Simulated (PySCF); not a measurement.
Predicted microwave data (PBE0-D3(BJ)/def2-SVP geometry optimisation, gas phase (PySCF 2.14.0)) for one isomer of C2H10OSi2:

- Rotational constants: A = 2980, B = 2451, C = 1457 MHz
- Dipole components: |μa| = 0.91 D, |μb| = 0.29 D, |μc| = 1.23 D
- Inertial defect: -28.89 u·Å²
- κ: 0.31

Question: Which structure is it? (One computed conformer of each.)
A. `[CH3:1][O:2][CH2:3][SiH2:4][SiH3:5]` with C1–O2–C3–Si4 -179°, O2–C3–Si4–Si5 44°
B. `[CH3:1][SiH2:2][O:3][CH2:4][SiH3:5]` with C1–Si2–O3–C4 -178°, Si2–O3–C4–Si5 179°
C. `[CH3:1][O:2][CH:3]([SiH3:4])[SiH3:5]` with C1–O2–C3–Si4 147°
D. `[OH:1][CH2:2][CH:3]([SiH3:4])[SiH3:5]` with H–O1–C2–C3 63°, O1–C2–C3–Si4 43°
E. `[OH:1][SiH2:2][CH2:3][CH2:4][SiH3:5]` with H–O1–Si2–C3 175°, O1–Si2–C3–C4 -58°, Si2–C3–C4–Si5 177°

Answer: C. It is COC([SiH3])[SiH3], an asymmetric top, point group C1. The candidates at the same level (rigid rotor, commonest isotopes):

| SMILES | A (MHz) | B (MHz) | C (MHz) | μa (D) | μb (D) | μc (D) | Δ (u·Å²) | point group | rotor |
| --- | --- | --- | --- | --- | --- | --- | --- | --- | --- |
| COC([SiH3])[SiH3] | 2980 | 2451 | 1457 | 0.91 | 0.29 | 1.23 | -28.89 | C1 | asymmetric top |
| COC[SiH2][SiH3] | 4558 | 1601 | 1262 | 1.61 | 0.50 | 0.69 | -26.20 | C1 | asymmetric top |
| O[SiH2]CC[SiH3] | 8246 | 1111 | 1040 | 1.48 | 0.01 | 0.50 | -30.09 | C1 | near-prolate asymmetric top |
| OCC([SiH3])[SiH3] | 3531 | 2145 | 1435 | 0.26 | 0.83 | 1.62 | -26.63 | C1 | asymmetric top |
| C[SiH2]OC[SiH3] | 9308 | 1129 | 1045 | 0.70 | 0.53 | 0.03 | -18.27 | – | near-prolate asymmetric top |

`O[SiH2]CC[SiH3]` has A 177 % too high; `C[SiH2]OC[SiH3]` has A 212 % too high; `OCC([SiH3])[SiH3]` has A 19 % too high; `COC[SiH2][SiH3]` has A 53 % too high. No structure here is proved a minimum.
